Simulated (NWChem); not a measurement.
System: CH$_{5}$Cl$_{2}$FSi$_{2}$; SMILES Cl[Si@@H]([Si@@H](F)Cl)C

Input file for NWChem:

```
start job
memory heap 200 mb stack 900 mb global 1100 mb
geometry units angstroms noautoz
  C     -1.913561     1.537987    -0.753758
  Si    -0.087812     1.140293    -0.741677
  Cl     0.791251     1.920148     0.972596
  Si     0.247010    -1.179049    -0.649336
  F      1.814144    -1.513926    -0.396175
  Cl    -0.834756    -1.891828     0.958599
  H     -2.069287     2.625410    -0.684800
  H     -2.414572     1.056799     0.099502
  H     -2.381885     1.178938    -1.684235
  H      0.610114     1.729813    -1.922729
  H     -0.176507    -1.943051    -1.855250
end
basis spherical
  * library def2-tzvp
end
dft
  xc xpbe96 cpbe96
  iterations 150
  semidirect filesize 400000000
  mulliken
end
task dft energy
```

Excerpt of the output:

```
             Northwest Computational Chemistry Package (NWChem) 7.3.0
             --------------------------------------------------------

 C1  symmetry detected

                             Geometry "geometry" -> ""
                             -------------------------

 Output coordinates in angstroms (scale by  1.889725989 to convert to a.u.)

  No.       Tag          Charge          X              Y              Z
 ---- ---------------- ---------- -------------- -------------- --------------
    1 C                    6.0000    -1.96079205     1.54522511    -0.58049987
    2 Si                  14.0000    -0.13802696     1.15211007    -0.70155318
    3 Cl                  17.0000     0.85556801     1.89995123     0.96372761
    4 Si                  14.0000     0.20517857    -1.16773393    -0.67888769
    5 F                    9.0000     1.78639287    -1.50351689    -0.54049253
    6 Cl                  17.0000    -0.76290274    -1.91519808     0.98479571
    7 H                    1.0000    -2.11275390     2.63065131    -0.47924711
    8 H                    1.0000    -2.40152155     1.04584158     0.29527415
    9 H                    1.0000    -2.49138139     1.20356258    -1.48370121
   10 H                    1.0000     0.47654277     1.76684264    -1.91560683
   11 H                    1.0000    -0.29910166    -1.90866636    -1.86801127

 Effective nuclear repulsion energy (a.u.)     527.3871303395

  pbe96 is a nonlocal functional; adding pw91lda local functional.

                                 NWChem DFT Module
                                 -----------------

 Summary of "ao basis" -> "ao basis" (spherical)
 ------------------------------------------------------------------------------
       Tag                 Description            Shells   Functions and Types
 ---------------- ------------------------------  ------  ---------------------
 C                         def2-tzvp                11       31   5s3p2d1f
 Si                        def2-tzvp                13       37   5s5p2d1f
 Cl                        def2-tzvp                13       37   5s5p2d1f
 F                         def2-tzvp                11       31   5s3p2d1f
 H                         def2-tzvp                 4        6   3s1p

            General Information
            -------------------
          SCF calculation type: DFT
          Wavefunction type:  closed shell.
          No. of atoms     :    11
          No. of electrons :    82
           Alpha electrons :    41
            Beta electrons :    41
          Charge           :     0
          Spin multiplicity:     1
          Use of symmetry is: off; symmetry adaption is: off
          Maximum number of iterations: 150
          AO basis - number of functions:   240
                     number of shells:    94
          Convergence on energy requested:  1.00D-06
          Convergence on density requested:  1.00D-05
          Convergence on gradient requested:  5.00D-04

              XC Information
              --------------
          PerdewBurkeErnzerhof Exchange Functional  1.000
            Perdew 1991 LDA Correlation Functional  1.000 local
           PerdewBurkeErnz. Correlation Functional  1.000 non-local

             Grid Information
             ----------------
          Grid used for XC integration:  medium
          Radial quadrature: Mura-Knowles
          Angular quadrature: Lebedev.
          Tag              B.-S. Rad. Rad. Pts. Rad. Cut. Ang. Pts.
          ---              ---------- --------- --------- ---------
          C                   0.70       49          11.0       434
          Si                  1.10       88          12.0       590
          Cl                  1.00       88          13.0       590
          F                   0.50       49          14.0       434
          H                   0.35       45          13.0       434
          Grid pruning is: on
          Number of quadrature shells:   675
          Spatial weights used:  Erf1

      Superposition of Atomic Density Guess
      -------------------------------------

 Sum of atomic energies:       -1636.21465078

      Non-variational initial energy
      ------------------------------

 Total energy =   -1638.097952
 1-e energy   =   -3314.976462
 2-e energy   =    1149.491380
 HOMO         =      -0.296425
 LUMO         =       0.007637

------------------------------------------------------------
EAF file 0: "./job.aoints.0" size=1001914368 bytes
------------------------------------------------------------
               write      read    awrite     aread      wait
               -----      ----    ------     -----      ----
     calls:     1911         0         0         0         0
   data(b): 1.00e+09  0.00e+00  0.00e+00  0.00e+00
   time(s): 0.00e+00  0.00e+00  0.00e+00  0.00e+00  0.00e+00
rate(mb/s): 0.00e+00  0.00e+00
------------------------------------------------------------

     ---------------------------------------------
      Total Density - Mulliken Population Analysis
     ---------------------------------------------

    Atom       Charge   Shell Charges
 -----------   ------   -------------------------------------------------------
    1 C    6     6.74   0.86  1.12  0.56  0.69  0.11  1.29  1.56  0.52  0.01  0.02  0.00
    2 Si  14    13.37   2.00  0.59  1.39  0.85  0.46  4.11  1.73  0.48  1.15  0.32  0.10  0.16  0.03
    3 Cl  17    17.41   2.01  0.45  1.52  1.11  0.84  4.19  1.69  1.11  2.96  1.51  0.00  0.02  0.00
    4 Si  14    13.05   2.00  0.59  1.39  0.84  0.41  4.10  1.74  0.45  0.96  0.23  0.14  0.16  0.06
    5 F    9     9.52   0.77  1.20  0.61  1.02  0.31  2.37  2.36  0.88  0.00  0.01  0.00
    6 Cl  17    17.39   2.01  0.45  1.52  1.11  0.84  4.19  1.69  1.11  2.96  1.50  0.00  0.02  0.00
    7 H    1     0.81   0.23  0.43  0.12  0.02
    8 H    1     0.81   0.23  0.43  0.12  0.02
    9 H    1     0.81   0.23  0.43  0.12  0.02
   10 H    1     1.05   0.23  0.54  0.27  0.01
   11 H    1     1.06   0.23  0.53  0.29  0.01

   convergence    iter        energy       DeltaE   RMS-Dens  Diis-err
 ---------------- ----- ----------------- --------- --------- ---------
 d= 0,ls=0.0,diis     1  -1639.6708614282 -2.17D+03  6.08D-03  2.70D+00
 d= 0,ls=0.0,diis     2  -1639.4030511184  2.68D-01  4.94D-03  4.05D+00
 d= 0,ls=0.0,diis     3  -1639.7322815679 -3.29D-01  1.38D-03  8.56D-01
 d= 0,ls=0.0,diis     4  -1639.7971022212 -6.48D-02  7.43D-04  3.73D-02
 d= 0,ls=0.0,diis     5  -1639.8007370237 -3.63D-03  2.67D-04  1.10D-02
  Resetting Diis
 d= 0,ls=0.0,diis     6  -1639.8021203471 -1.38D-03  5.56D-05  3.46D-04
 d= 0,ls=0.0,diis     7  -1639.8021501161 -2.98D-05  3.85D-05  3.66D-05
 d= 0,ls=0.0,diis     8  -1639.8021397887  1.03D-05  2.32D-05  1.39D-04
 d= 0,ls=0.0,diis     9  -1639.8021543359 -1.45D-05  3.33D-06  1.80D-06
 d= 0,ls=0.0,diis    10  -1639.8021544980 -1.62D-07  7.18D-07  1.33D-07

         Total DFT energy =    -1639.802154498005
      One electron energy =    -3319.336050397553
           Coulomb energy =     1267.516672608048
    Exchange-Corr. energy =     -115.369907047988
 Nuclear repulsion energy =      527.387130339488

 Numeric. integr. density =       82.000004135629

                       DFT Final Molecular Orbital Analysis
                       ------------------------------------

 Vector   39  Occ=2.000000D+00  E=-2.956920D-01
              MO Center= -6.3D-02, -2.4D-01,  7.3D-01, r^2= 5.7D+00
   Bfn.  Coefficient  Atom+Function         Bfn.  Coefficient  Atom+Function
  ----- ------------  ---------------      ----- ------------  ---------------
    84      0.300996   3 Cl py              189      0.253022   6 Cl py
   190      0.253026   6 Cl pz               87      0.185270   3 Cl py
   188      0.159356   6 Cl px              193      0.158183   6 Cl pz
   192      0.156527   6 Cl py               81      0.140307   3 Cl py
    83     -0.132142   3 Cl px              186      0.118448   6 Cl py

 Vector   40  Occ=2.000000D+00  E=-2.809985D-01
              MO Center=  3.1D-01,  1.7D+00,  2.7D-01, r^2= 3.4D+00
   Bfn.  Coefficient  Atom+Function         Bfn.  Coefficient  Atom+Function
  ----- ------------  ---------------      ----- ------------  ---------------
    83      0.374884   3 Cl px               86      0.244708   3 Cl px
    85     -0.242205   3 Cl pz               80      0.178471   3 Cl px
     6      0.158172   1 C  px               88     -0.158005   3 Cl pz
    74     -0.146321   3 Cl px              230     -0.133994  10 H  s
     9      0.130201   1 C  px              231     -0.128865  10 H  s

 Vector   41  Occ=2.000000D+00  E=-2.539849D-01
              MO Center=  2.0D-02,  7.1D-02, -2.7D-01, r^2= 5.1D+00
   Bfn.  Coefficient  Atom+Function         Bfn.  Coefficient  Atom+Function
  ----- ------------  ---------------      ----- ------------  ---------------
    84     -0.251765   3 Cl py              121     -0.236635   4 Si py
    47      0.234051   2 Si py              189      0.219153   6 Cl py
    87     -0.185756   3 Cl py              237      0.158870  11 H  s
   192      0.157386   6 Cl py               36     -0.142474   2 Si s
   109     -0.131319   4 Si s               236      0.127990  11 H  s

 Vector   42  Occ=0.000000D+00  E=-6.608655D-02
              MO Center= -1.9D-02, -5.5D-03, -6.5D-01, r^2= 4.8D+00
   Bfn.  Coefficient  Atom+Function         Bfn.  Coefficient  Atom+Function
  ----- ------------  ---------------      ----- ------------  ---------------
     5      0.476974   1 C  s                51      0.364687   2 Si pz
    49      0.359237   2 Si px              123      0.309197   4 Si px
   124     -0.278098   4 Si py               73     -0.272231   3 Cl s
    46      0.198691   2 Si px              213     -0.190896   7 H  s
    48      0.181846   2 Si pz               88      0.177277   3 Cl pz

 Vector   43  Occ=0.000000D+00  E=-5.257744D-02
              MO Center= -7.0D-02, -1.9D-01, -7.0D-01, r^2= 5.0D+00
   Bfn.  Coefficient  Atom+Function         Bfn.  Coefficient  Atom+Function
  ----- ------------  ---------------      ----- ------------  ---------------
     5      0.568024   1 C  s               110     -0.426995   4 Si s
    50     -0.364209   2 Si py              123      0.361505   4 Si px
   178      0.307732   6 Cl s                51     -0.297532   2 Si pz
   125     -0.298647   4 Si pz              122     -0.239089   4 Si pz
   213     -0.229748   7 H  s               231     -0.221215  10 H  s

 Vector   44  Occ=0.000000D+00  E=-8.698635D-03
              MO Center= -7.2D-02, -2.2D-01, -5.4D-01, r^2= 6.3D+00
   Bfn.  Coefficient  Atom+Function         Bfn.  Coefficient  Atom+Function
  ----- ------------  ---------------      ----- ------------  ---------------
   110      1.577574   4 Si s                36     -1.352634   2 Si s
    50      0.633509   2 Si py              237     -0.541077  11 H  s
   109      0.508988   4 Si s                 5      0.503624   1 C  s
   124      0.382691   4 Si py               35     -0.360998   2 Si s
   108     -0.288073   4 Si s               225     -0.258659   9 H  s

------------------------------------------------------------
EAF file 0: "./job.aoints.0" size=1739587584 bytes
------------------------------------------------------------
               write      read    awrite     aread      wait
               -----      ----    ------     -----      ----
     calls:     3318         9         0     29853     29853
   data(b): 1.74e+09  4.72e+06  0.00e+00  1.57e+10
   time(s): 0.00e+00  0.00e+00  0.00e+00  0.00e+00  0.00e+00
rate(mb/s): 0.00e+00  0.00e+00
------------------------------------------------------------

     ---------------------------------------------
      Total Density - Mulliken Population Analysis
     ---------------------------------------------

    Atom       Charge   Shell Charges
 -----------   ------   -------------------------------------------------------
    1 C    6     6.45   0.85  1.12  0.51  0.67  0.07  1.34  1.35  0.51  0.01  0.01  0.00
    2 Si  14    13.74   2.00  0.57  1.39  0.93  0.39  4.13  1.67  0.61  1.36  0.27  0.14  0.22  0.04
    3 Cl  17    17.22   2.01  0.43  1.52  1.15  0.80  4.19  1.66  1.13  2.83  1.45  0.01  0.03  0.00
    4 Si  14    13.51   2.00  0.57  1.40  0.93  0.30  4.13  1.67  0.60  1.17  0.18  0.21  0.26  0.07
    5 F    9     9.27   0.77  1.20  0.61  0.98  0.34  2.28  2.11  0.97  0.00  0.01  0.00
    6 Cl  17    17.20   2.01  0.43  1.52  1.15  0.80  4.19  1.66  1.13  2.83  1.44  0.01  0.03  0.00
    7 H    1     0.85   0.27  0.46  0.10  0.02
    8 H    1     0.85   0.27  0.45  0.10  0.02
    9 H    1     0.86   0.27  0.46  0.11  0.02
   10 H    1     1.01   0.25  0.52  0.24  0.01
   11 H    1     1.03   0.25  0.52  0.25  0.01

     -------------------------------------------
      Total Density - Lowdin Population Analysis
     -------------------------------------------

    Atom       Charge   Shell Charges
 -----------   ------   -------------------------------------------------------
    1 C    6     6.46   0.91  1.04  0.38  0.38  0.19  1.16  1.48  0.76  0.01  0.14  0.01
    2 Si  14    14.15   2.00  0.83  1.10  0.53  0.33  3.85  1.87  0.70  1.22  0.67  0.15  0.74  0.17
    3 Cl  17    16.77   1.98  0.84  1.14  0.91  0.75  3.93  1.90  1.26  2.46  1.55  0.01  0.05  0.00
    4 Si  14    14.24   2.00  0.83  1.10  0.54  0.35  3.84  1.87  0.69  1.09  0.59  0.23  0.82  0.29
    5 F    9     8.98   0.86  1.10  0.60  0.72  0.39  2.14  2.12  1.05  0.00  0.01  0.00
    6 Cl  17    16.76   1.98  0.84  1.14  0.91  0.75  3.93  1.90  1.26  2.46  1.54  0.01  0.04  0.00
    7 H    1     0.86   0.25  0.39  0.16  0.06
    8 H    1     0.86   0.25  0.38  0.16  0.06
    9 H    1     0.86   0.25  0.39  0.16  0.06
   10 H    1     1.02   0.24  0.46  0.29  0.02
   11 H    1     1.04   0.24  0.47  0.30  0.03

     Multipole analysis of the density
     ---------------------------------

     L   x y z        total         alpha         beta         nuclear
     -   - - -        -----         -----         ----         -------
     0   0 0 0     -0.000000    -41.000000    -41.000000     82.000000

     1   1 0 0     -0.842219     -0.421110     -0.421110     -0.000000
     1   0 1 0      0.342853      0.171427      0.171427      0.000000
     1   0 0 1     -0.680674     -0.340337     -0.340337     -0.000000

     2   2 0 0    -48.368320   -187.985286   -187.985286    327.602252
     2   1 1 0     -0.910579      8.677460      8.677460    -18.265499
     2   1 0 1      0.790039     -3.954333     -3.954333      8.698706
     2   0 2 0    -48.878420   -403.498436   -403.498436    758.118452
     2   0 1 1     -0.459702      2.944649      2.944649     -6.349000
     2   0 0 2    -46.609981   -130.342865   -130.342865    214.075750
```

Level: PBE/def2-TZVP. Geometry: optimised at PBE0/def2-SVP.
